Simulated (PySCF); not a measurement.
C5H5ClFNO.
SMILES with atom numbers: `[N:1]#[C:2][CH2:3][O:4]/[C:5](=[CH:6]\[F:7])[CH2:8][Cl:9]` (hydrogens: H10, H11 on C3; H12 on C6; H13, H14 on C8)

All values: CAM-B3LYP/def2-SVPD (PySCF, non-relativistic), on one gas-phase PBE0-D3(BJ)/def2-SVP geometry that isn't relaxed in the solvent. The solvent is an IEF-PCM continuum (van der Waals radii × 1.2), and excitations are vertical TDDFT with non-equilibrium linear response and a frozen core. Only the electrostatic response of the medium enters.

Gas-phase singlets (H = HOMO, L = LUMO):

| state | E (eV) | λ (nm) | f | leading configurations |
| --- | --- | --- | --- | --- |
| S1 | 6.282 | 197 | 0.016 | H→L+1 77%, H→L 14% |
| S2 | 6.602 | 188 | 0.263 | H→L 78%, H→L+1 12% |
| S3 | 6.978 | 178 | 0.012 | H-1→L 78% |
| S4 | 7.101 | 175 | 0.036 | H-2→L 57%, H→L+2 20% |
| S5 | 7.181 | 173 | 0.001 | H→L+2 32%, H-2→L 20%, H-3→L+1 13% |

Give the list for dichloromethane (ε = 8.93), n² = 2.03.

```json
{"state": "S1", "E (eV)": "6.177", "λ (nm)": "201", "f": "0.019", "leading configurations": "H→L+1 64%, H→L 26%", "change by rank (eV)": "-0.105"}
{"state": "S2", "E (eV)": "6.463", "λ (nm)": "192", "f": "0.348", "leading configurations": "H→L 68%, H→L+1 25%", "change by rank (eV)": "-0.139"}
{"state": "S3", "E (eV)": "7.100", "λ (nm)": "175", "f": "0.012", "leading configurations": "H-1→L 47%, H→L+2 19%, H-1→L+1 9%", "change by rank (eV)": "+0.122"}
{"state": "S4", "E (eV)": "7.122", "λ (nm)": "174", "f": "0.016", "leading configurations": "H→L+2 43%, H-1→L 25%", "change by rank (eV)": "+0.021"}
{"state": "S5", "E (eV)": "7.253", "λ (nm)": "171", "f": "0.034", "leading configurations": "H-2→L 40%, H→L+3 16%", "change by rank (eV)": "+0.072"}
```

Give the list for acetone (ε = 20.49), n² = 1.85.

```csv
state,E (eV),λ (nm),f,leading configurations,change by rank (eV)
S1,6.165,201,0.017,"H→L+1 61%, H→L 30%",-0.117
S2,6.469,192,0.338,"H→L 65%, H→L+1 28%",-0.133
S3,7.106,174,0.020,"H→L+2 52%, H-1→L 11%",+0.128
S4,7.129,174,0.006,"H-1→L 58%, H→L+2 12%, H-1→L+1 11%",+0.028
S5,7.263,171,0.041,"H-2→L 28%, H→L+3 25%",+0.082
```

The ground-state energy changes by -0.414 eV from gas to acetone. By how much does the total energy of gas-phase S2 change?

E(S2) = E(S0) + excitation energy, so it changes by -0.414 − 0.133 = -0.547 eV: it is lowered more than the ground state, which is what a red shift means. This is the vertical state, with the slow part of the continuum still set for S0.

How do the frontier levels move from gas to acetone?

```csv
orbital,gas (eV),solvent (eV),change (eV),"Löwdin shares, gas","Löwdin shares, solvent"
LUMO+2,1.18,1.46,+0.28,"Cl9 21 %, C8 14 %, H14 11 %, H13 10 %","C2 25 %, N1 14 %, C3 11 %, Cl9 8 %"
LUMO+1,0.58,0.80,+0.22,"C6 18 %, C3 12 %, C2 12 %, N1 10 %","C2 17 %, N1 16 %, Cl9 13 %, C6 11 %"
LUMO,0.39,0.71,+0.32,"Cl9 25 %, C6 22 %, C5 17 %, C8 12 %","Cl9 26 %, C6 17 %, C5 13 %, C8 11 %"
HOMO,-8.95,-8.53,+0.42,"C6 29 %, C5 24 %, O4 20 %, F7 12 %","C6 29 %, C5 25 %, O4 20 %, F7 12 %"
HOMO-1,-10.31,-10.17,+0.14,"Cl9 79 %, C8 12 %","Cl9 76 %, C8 13 %, H13 4 %"
HOMO-2,-10.48,-10.36,+0.12,"Cl9 80 %, C8 10 %","Cl9 79 %, C8 11 %, C5 4 %"
HOMO-3,-11.12,-11.04,+0.08,"N1 36 %, C2 26 %, C3 11 %, O4 7 %","N1 23 %, O4 18 %, C2 15 %, C3 13 %"
```

The HOMO–LUMO gap goes from 9.34 to 9.24 eV. Rows go by rank; for HOMO-3, LUMO, LUMO+1 and LUMO+2 the atom shares or the degeneracy differ between the runs, so the row needn't follow one orbital.

The run took about 60 s of CPU time (one thread, shared machine). This is the whole response run at CAM-B3LYP/def2-SVPD in acetone, SCF included.

Conformer computed: `[N:1]#[C:2][CH2:3][O:4]/[C:5](=[CH:6]\[F:7])[CH2:8][Cl:9]`: C2–C3–O4–C5 -166°, C3–O4–C5–C6 -28°, O4–C5–C8–Cl9 -69°.
